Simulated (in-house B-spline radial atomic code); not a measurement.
Mn⁶⁺: 1s1 2s2 (2p1/2)2 (2p3/2)3 3s2 3p6 3d3 (with a hole in an inner shell)

Level of theory: Dirac-Hartree-Fock, average of the jj configuration, Fermi nucleus of rms radius 3.7057 fm; calculated with an all-electron radial atomic-structure program (B-spline basis).

Screening seen three ways: the hydrogenic charge with the same mean radius, Z_r = [3n² - l(l+1)]/(2<r>), the one with the same energy, Z_e = n√(-2ε), and Slater's rules. Values are occupation-weighted means over j.

```tsv
shell	electrons	ε (eV)	<r> (bohr)	Z_r	Z_e	Slater
1s	1	-7113.1	0.06037	24.85	22.86	25.00
2s	2	-1009.7	0.2665	22.51	17.23	22.05
2p	5	-909.9	0.2333	21.43	16.36	22.05
3s	2	-226.26	0.7655	17.64	12.23	15.60
3p	6	-187.29	0.7757	16.11	11.13	15.60
3d	3	-130.29	0.7791	13.48	9.28	8.30
```

The least bound orbital is 3d5/2 at -130 eV, and it is also the most diffuse (<r> = 0.7813 bohr). The part-filled 1s shell lies below the filled 3p shell in orbital energy.

For the 1s electron the small component carries 0.822 % of the norm, the zero-frequency Breit interaction raises the level by 2.143 eV, self-energy by 3.677 eV, and vacuum polarisation lowers it by 0.3066 eV.
